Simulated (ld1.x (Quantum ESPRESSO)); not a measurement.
Sc: variants of one TM potential

Base potential:

ld1.x (Quantum ESPRESSO) 7.5 input, shortened:

```
&input
   title='Sc', zed=21., rel=1, dft='PBE', iswitch=3,
   config='[Ar] 3d1 4s0 4p0'
 /
 &inputp
   pseudotype=2, tm=.true., lloc=0,
   nlcc=.true., rcore=1.75
 /
3
4P  2  1   0.00   0.00  3.15  3.15  0.0
3D  3  2   1.00   0.00  2.90  2.90  0.0
4S  1  0   0.00   0.00  2.20  2.20  0.0
 &test
   configts(1)='3d1 4s0 4p0'
 /
```

Cutoffs, loose and tight: the cutoffs (Ry, on a coarse ladder) from which the occupation-weighted sum of valence levels, in a spherical-Bessel basis at the reference potential, stays within 10 and 1 mRy of its value at 400 Ry. They do not see the model core or the augmentation charge, which bear on the density cutoff. Test errors are all-electron minus pseudo excitation energies from the reference, over the configurations 3d1 4s2 4p0; 3d1 4s1 4p0; 3d1 4s1.5 4p0; 3d2 4s1 4p0; 3d1 4s1 4p1; 3d0 4s2 4p1; 3d2 4s0 4p0. A dash means not determined; rows that change the core or the reference have their own tests. The largest error is taken over the tests solved by every variant that gives reliable tests at all: 3d1 4s1 4p1; 3d1 4s1.5 4p0; 3d1 4s2 4p0; 3d2 4s0 4p0; 3d2 4s1 4p0.

A true bound ghost makes a file unfit for plane-wave use even where its test errors are small: the radial tests pick states by their node count and pass the ghost by. Where a test does run into it, the solver fails or the error is huge.

```tsv
change	outcome	cutoff, loose	cutoff, tight	bound ghosts	largest test error (meV)
base	generated	30 Ry	35 Ry	none	-142
wave 4s (bound): rc 2.20 bohr becomes 4s (bound): rc 1.48 bohr	generated	30 Ry	35 Ry	p, s (extra level of the local part)	+215
wave 4s (bound): rc 2.20 bohr becomes 4s (bound): rc 1.58 bohr	generated	30 Ry	35 Ry	p, s (extra level of the local part)	+210
wave 4s (bound): rc 2.20 bohr becomes 4s (bound): rc 2.06 bohr	generated	30 Ry	35 Ry	none	-137
wave 4s (bound): rc 2.20 bohr becomes 4s (bound): rc 2.32 bohr	generated	30 Ry	35 Ry	none	-146
wave 4s (bound): rc 2.20 bohr becomes 4s (bound): rc 2.44 bohr	generated	30 Ry	35 Ry	none	-150
wave 4s (bound): rc 2.20 bohr becomes 4s (bound): rc 2.72 bohr	generated	30 Ry	35 Ry	none	-152
wave 4s (bound): rc 2.20 bohr becomes 4s (bound): rc 2.88 bohr	generated	30 Ry	35 Ry	none	-152
wave 4s (bound): rc 2.20 bohr becomes 4s (bound): rc 3.08 bohr	generated	30 Ry	35 Ry	none	-152
wave 4s (bound): rc 2.20 bohr becomes 4s (bound): rc 3.36 bohr	generated	30 Ry	35 Ry	none	-151
```

Question: What comes out with this change to the base: wave 4s (bound): rc 2.20 bohr becomes 4s (bound): rc 1.86 bohr?

Answer: outcome: generated; cutoff, loose: 30 Ry; cutoff, tight: 35 Ry; bound ghosts: p, s (extra level of the local part); largest test error (meV): -126.

Reading the sweep of the s radius (base included, trends over the rows without a ghost): The loose cutoff stays near 30 Ry. The median size of the test errors (rows with all tests solved) is not monotonic: lowest 6.5 meV at 2.06 bohr, highest 17.9 meV at 2.72 bohr. Bound ghosts are found at 1.48, 1.58, 1.86 bohr.
